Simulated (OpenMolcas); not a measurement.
**Mg: effect of the level shift or regulariser**

```json
{
 "Program": "OpenMolcas",
 "Basis": "ANO-RCC-VQZP [6s5p3d2f1g]",
 "Scalar Hamiltonian": "DKH2, point nucleus",
 "Active space": "2 electrons in 9 orbitals (RAS2 3s 3p; RAS3 3d, at most 2 electrons)",
 "State averaging": "2S+1 = 3 even, 3 roots; 2S+1 = 1 even, 1 root; 2S+1 = 3 odd, 3 roots; 2S+1 = 1 odd, 3 roots",
 "Spin-orbit coupling": "RASSI with atomic mean-field integrals over the reference wave functions, term energies averaged over their components"
}
```

Methods on the same reference wave functions:
A. RASSCF
B. SS-RASPT2, IPEA 0.25 Eh, imaginary shift 0.1 Eh (closed shells correlated: 2s 2p)
C. SS-RASPT2, IPEA 0.25 Eh, sigma2 regulariser 0.3 Eh (closed shells correlated: 2s 2p)

Energies in cm-1 above 3s2 1S0, the measured ground level; measured values from NIST Handbook of Basic Atomic Spectroscopic Data.

```tsv
Level	A	B	C	Measured
3s2 1S0	0.0	0.0	0.0	0.0
3s 3p 3P* 0	20877	21565	21565	21850
3s 3p 3P* 1	20893	21580	21581	21870
3s 3p 3P* 2	20925	21612	21612	21911
3s 3p 1P* 1	36513	35557	35576	35051
```

Deviations, from unrounded energies. A percentage is the sum of absolute deviations over the sum of measured energies, with the sign that they share, or ± where signs differ.

| Against measurement | Levels | A | B | C |
| --- | --- | --- | --- | --- |
| mean absolute deviation (cm-1) | 4 | 1100 | 350 | 350 |
| other configurations (%) | 4 | ±4.4 | ±1.4 | ±1.4 |

B, C lie about equally close to measurement and A furthest from it. The largest miss of B in the table is 3s 3p 1P* 1, by +510 cm-1. The ranking rests on the paired levels alone, and a cruder setting can come out closer through cancelling errors.

Between B and C the level of the table that moves most is 3s 3p 1P* 1, by 19 cm-1 (lowest in B, highest in C).

The lowest spin-free term lies below A's lowest term by 0.281 hartree in B, 0.281 hartree in C.

Active for correlation alone: 3d; no level in the range computed is led by a configuration that fills it, so any true level of that kind is missing. Without dynamic correlation excited terms often stand tens of per cent too high (terms of higher spin than the ground term too low), and those without a measured partner can miss by more than the paired ones (holds for A). Computed and measured levels are paired by configuration, term and J; levels that our copy of the source lacks, or whose pairing is in doubt (as where it misses far off the trend of its configuration), stay unpaired and out of the deviations. Levels of configurations outside the active space are missing. Levels that lie high or do not pair safely by name in every column are left out.

* marks odd parity.
